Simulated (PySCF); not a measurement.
A structure optimised at PBE0-D3(BJ)/def2-TZVP, used in a PySCF frequency run:

```
W
O 1 1.8718
H 2 0.9585 1 136.17
H 1 1.6483 2 88.05 3 -29.87
H 4 1.6407 1 60.15 2 88.88
H 1 1.6860 4 61.91 5 -72.16
H 1 1.7118 4 70.31 5 -148.90
H 1 1.7118 4 121.74 5 -34.88
```

Problem. Write its SMILES, formula and point group.

Solution. [OH][WH5], H6OW, Cs

Problem. What are its rotational constants (standard atomic weights)?

Solution. 44.867, 7.5159, 7.4794 GHz
